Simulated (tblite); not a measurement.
Species: C6H14P2.
Cartesian coordinates in Å at the GFN2-xTB level; atoms count from 1:
```
atom  x, y, z in Å
C1    -3.606    0.768   -0.033
C2    -3.040   -0.628    0.188
C3    -1.722   -0.589    0.955
P4    -0.383    0.292    0.004
C5     1.014   -0.173    1.056
C6     2.246   -0.297    0.569
P7     2.579   -0.214   -1.209
C8     4.319    0.412   -1.131
H9    -2.894    1.375   -0.589
H10   -4.537    0.722   -0.594
H11   -3.800    1.255    0.921
H12   -3.760   -1.231    0.748
H13   -2.882   -1.113   -0.778
H14   -1.858   -0.052    1.900
H15   -1.381   -1.604    1.184
H16   -0.183   -0.723   -0.945
H17    0.819   -0.233    2.122
H18    3.083   -0.562    1.206
H19    1.971    1.035   -1.398
H20    4.628    0.714   -2.130
H21    4.404    1.258   -0.451
H22    4.972   -0.393   -0.797
```

All values are computed: GFN2-xTB (tblite) harmonic vibrations without scaling, gas phase. The method is semi-empirical: single wavenumbers can be off by several per cent or more. Modes of hydrogen on phosphorus can be 10 to 20 % off. One conformer, not necessarily the lowest.

Harmonic wavenumbers (cm⁻¹): 29.5, 37.6, 67.3, 74.7, 113.6, 152.9, 178.2, 189.9, 233.2, 277.0, 357.0, 417.6, 486.4, 644.7, 679.6, 696.9, 729.4, 739.8, 747.8, 776.5, 824.2, 856.2, 870.5, 872.2, 892.3, 906.1, 940.6, 975.9, 1046.4, 1060.9, 1116.5, 1122.6, 1194.2, 1233.2, 1254.5, 1274.6, 1315.2, 1340.8, 1412.2, 1442.2, 1444.1, 1453.8, 1489.4, 1495.0, 1499.3, 1596.4, 2207.5, 2223.8, 2928.4, 2937.3, 2952.7, 2969.5, 2996.3, 2999.9, 3001.6, 3012.4, 3016.0, 3017.2, 3029.9, 3036.4.

A = 4382, B = 504.3, C = 479.1 MHz; mass 148.057 u (most abundant isotopes); point group C1, symmetry number 1.

**Question.** What is the zero-point energy?

**Answer.** Half the sum of the wavenumbers: 39444 cm⁻¹ = 471.85 kJ/mol.

**Question.** Give the ideal-gas entropy at 400 K and 1 bar in the rigid-rotor, harmonic-oscillator model (classical rotation).

**Answer.** Translation 177.29, rotation 129.59, vibration 217.47: S = 524.4 J/(mol K).

**Question.** And Cp and H(400 K) − H(0)?

**Answer.** Cp = 231.12 J/(mol K), of which vibrations give 197.86 (their classical limit is 60 R = 498.9); H(400 K) − H(0) = 54.98 kJ/mol without the zero-point energy, 41.67 from vibrations.

**Question.** Which modes carry the vibrational entropy at 400 K?

**Answer.** 29.5 cm⁻¹: 26.97; 37.6 cm⁻¹: 24.96; 67.3 cm⁻¹: 20.13; 74.7 cm⁻¹: 19.27; 113.6 cm⁻¹: 15.81; 152.9 cm⁻¹: 13.39 J/(mol K); the other 54 give 96.95 together.

**Question.** How do the functions run with temperature in this model?

**Answer.** 
```json
{"T (K)": "50", "S (J/(mol K))": "265.7", "Cp (J/(mol K))": "69.2", "H − H(0) (kJ/mol)": "2.51", "G − H(0) (kJ/mol)": "-10.77", "ln q(vib)": "1.31"}
{"T (K)": "100", "S (J/(mol K))": "322.4", "Cp (J/(mol K))": "95.4", "H − H(0) (kJ/mol)": "6.68", "G − H(0) (kJ/mol)": "-25.56", "ln q(vib)": "3.38"}
{"T (K)": "298.15", "S (J/(mol K))": "463.7", "Cp (J/(mol K))": "183.0", "H − H(0) (kJ/mol)": "33.84", "G − H(0) (kJ/mol)": "-104.42", "ln q(vib)": "10.39"}
{"T (K)": "373.15", "S (J/(mol K))": "508.7", "Cp (J/(mol K))": "219.0", "H − H(0) (kJ/mol)": "48.93", "G − H(0) (kJ/mol)": "-140.90", "ln q(vib)": "12.78"}
{"T (K)": "500", "S (J/(mol K))": "580.4", "Cp (J/(mol K))": "271.9", "H − H(0) (kJ/mol)": "80.18", "G − H(0) (kJ/mol)": "-210.03", "ln q(vib)": "16.72"}
{"T (K)": "750", "S (J/(mol K))": "705.9", "Cp (J/(mol K))": "346.7", "H − H(0) (kJ/mol)": "158.18", "G − H(0) (kJ/mol)": "-371.25", "ln q(vib)": "24.11"}
{"T (K)": "1000", "S (J/(mol K))": "812.9", "Cp (J/(mol K))": "396.4", "H − H(0) (kJ/mol)": "251.46", "G − H(0) (kJ/mol)": "-561.45", "ln q(vib)": "30.95"}
```

q(vib) and H(0) count from the zero-point level.

Hindered rotation and anharmonicity are outside this model. Other conformers, if any are populated, would add a mixing term that is left out. The structure is chiral; the term R ln 2 for an equal mix with its mirror image is left out.
